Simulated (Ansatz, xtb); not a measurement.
## C2H5AlBrCl: which of two structures lies lower

Structure I is a singlet given by its coordinates and structure II is `[CH3][Al]([Br])[CH2]Cl`, a singlet. Both are isolated molecules in the gas phase, relaxed with PBE0-D3(BJ)/def2-SVP; the shapes shown needn't be the lowest conformers.

I (Å):

```xyz
10

C    -3.6492    0.2136   -0.3553
C    -0.2654   -0.3253   -0.5611
Al   -2.0829   -0.4738   -1.2693
Br   -2.2571   -1.4440   -3.3136
Cl   -0.7198   -1.9125    0.2968
H    -3.4423    0.4189    0.7066
H    -3.9932    1.1522   -0.8207
H    -4.4858   -0.5005   -0.4118
H     0.6052   -0.5532   -1.1881
H    -0.0053    0.3881    0.2310
```

Close contacts (Å): C1–Al3 1.94, C2–Al3 1.96, C2–Cl5 1.86, Al3–Br4 2.27, Al3–Cl5 2.53, C1–H6 1.10, C1–H7 1.10, C1–H8 1.10, C2–H9 1.10, C2–H10 1.10.

II (Å):

```yaml
atoms:
  - { symbol: C, position_ang: [-0.8626, -1.9883, 0.5609] }
  - { symbol: C, position_ang: [-1.6895, 1.0809, -0.8552] }
  - { symbol: Al, position_ang: [-0.8167, -0.6827, -0.8695] }
  - { symbol: Br, position_ang: [0.3189, -1.1419, -2.7820] }
  - { symbol: Cl, position_ang: [-2.4934, 1.3500, 0.7329] }
  - { symbol: H, position_ang: [0.1544, -2.2038, 0.9277] }
  - { symbol: H, position_ang: [-1.2810, -2.9447, 0.2066] }
  - { symbol: H, position_ang: [-1.4694, -1.6318, 1.4069] }
  - { symbol: H, position_ang: [-2.4568, 1.1775, -1.6396] }
  - { symbol: H, position_ang: [-0.9770, 1.9055, -1.0145] }
```

Energies in hartree; the thermal terms are from GFN2-xTB frequencies at re-optimised GFN2-xTB minima (ideal gas, soft modes damped towards free rotors, one conformer each, 298.15 K, 1 atm) and include the zero-point energy:

```
                               I            II
E, CCSD(T)/def2-SVP  −3352.747999  −3352.743624
    E, MP2/def2-SVP  −3352.680826  −3352.676921
  E, MP2/def2-TZVPP  −3353.509275  −3353.505008
  zero-point energy      0.061671      0.061668
       H(298 K) − E      0.071104      0.071102
       G(298 K) − E      0.026533      0.026530
```

Task: Correct the CCSD(T) difference for the basis set by the MP2 change, then work out ΔE, ΔE₀, ΔH and ΔG for I → II in kJ/mol (1 Eh = 2625.50 kJ/mol) and the equilibrium ratio [II]/[I].

Result: 1. Differences II − I: CCSD(T) +0.004375, MP2 in the small set +0.003905, MP2 in the large set +0.004267 Eh.
2. ΔE = +0.004375 + (+0.004267 − (+0.003905)) = +0.004737 Eh = +12.44 kJ/mol.
3. ΔE₀ = ΔE + ΔZPE = +0.004737 + (−0.000003) Eh = +12.43 kJ/mol.
4. ΔH = ΔE + (−0.000002) Eh = +12.43 kJ/mol.
5. ΔG = ΔE + (−0.000003) Eh = +12.43 kJ/mol, so ΔS = (ΔH − ΔG)/T = 0.0 J/(mol K).
6. kT = 0.9442 mEh, so K = [II]/[I] = exp(−ΔG/kT) = exp(−5.01) ≈ 0.0066.

Structure I is favoured at this temperature. An error of 4 kJ/mol in ΔG would change K by a factor of 5. Mirror images and further conformers aren't counted.

Other levels gave ΔE = +10.0 (PBE0-D3(BJ)/def2-SVP); +5.2 (HF/def2-SVP); +10.3 (MP2/def2-SVP); +11.5 (CCSD(T)/def2-SVP) kJ/mol. The correlated steps freeze 21 core orbitals; the filled d shell of Br is correlated, in a basis made for valence electrons. Programs: Ansatz 0.2.0, xtb 6.7.1.
